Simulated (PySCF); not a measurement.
Vertical excitations of a molecule C2H7AlO2 from PySCF 2.14.0 with TDA-PBE0/def2-SVPD, as energy in eV (oscillator strength): 6.48 (0.000), 6.54 (0.000), 6.56 (0.000), 6.99 (0.099), 7.05 (0.012), 7.25 (0.032), 7.28 (0.007), 7.40 (0.033), 7.76 (0.000), 7.78 (0.080). Lowest triplet (TDA): 6.21 eV. Geometry: B3LYP-D3(BJ)/def2-SVP. Other conformers were not sampled.

Which structure fits?
(A) C[O][Al]([CH3])[OH]
(B) C[CH2][Al]([OH])[OH]
(C) CC[O][AlH][OH]
(D) C[O][AlH][O]C

D, C[O][AlH][O]C
